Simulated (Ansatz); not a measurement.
Calculated with Ansatz (gas phase, PBE0-D4/def2-TZVP geometries, no zero-point term in ΔE). CBS: MP2 limit from def2 TZ/QZ plus the TZ coupled-cluster correction, frozen cores. This one scheme is used for every species. Functionals use def2-TZVPP. B3LYP here is the variant with VWN-RPA as its local correlation; programs differ in this. def2 core potentials past Kr. For Sn outer-core shells are correlated without core-valence functions, which leaves a few kJ/mol of doubt a bond. Each species was taken in one conformer, which may not be the lowest.

`[NH2][Sn][Cl]` + `N[Si]N([SiH3])[SiH3]` → `[NH2][Sn][N]([SiH3])[SiH3]` + `N[Si]Cl`  (redistribution)

Is it downhill or uphill in electronic energy at CCSD(T)/CBS, and by how much? (Estimate.)

Computed: Uphill: ΔE = +9.5 kcal/mol.

What do these levels give: PBE0-D4, B3LYP-D4, ωB97M-V, PBE, BHLYP, CAM-B3LYP, LC-ωPBE, CCSD/def2-SVP, CCSD(T)/def2-SVP, HF/def2-QZVPP, MP2/def2-QZVPP, CCSD/CBS(def2)? (An estimate is asked.)

Computed: PBE0-D4 11.0, B3LYP-D4 11.1, ωB97M-V 10.7, PBE 10.4, BHLYP 12.4, CAM-B3LYP 11.7, LC-ωPBE 11.3, CCSD/def2-SVP 10.0, CCSD(T)/def2-SVP 9.5, HF/def2-QZVPP 13.5, MP2/def2-QZVPP 9.0, CCSD/CBS(def2) 10.1 kcal/mol.

Largest T1 diagnostic among the species: 0.016.

Leaving LDA and LC-ωPBE aside and taking each functional with its dispersion term where it has one, the values, not all of them listed here, spread over 1.5 kcal/mol, from PBE-D4 to BHLYP-D4. From PBE to PBE0 (25 % exact exchange), in def2-TZVPP and without D4, ΔE moves by +0.8 kcal/mol. In def2-TZVPP, CCSD(T) changes the Hartree–Fock value by −3.8 kcal/mol (the triples alone add −0.6 kcal/mol) and MP2 by −4.3 kcal/mol.
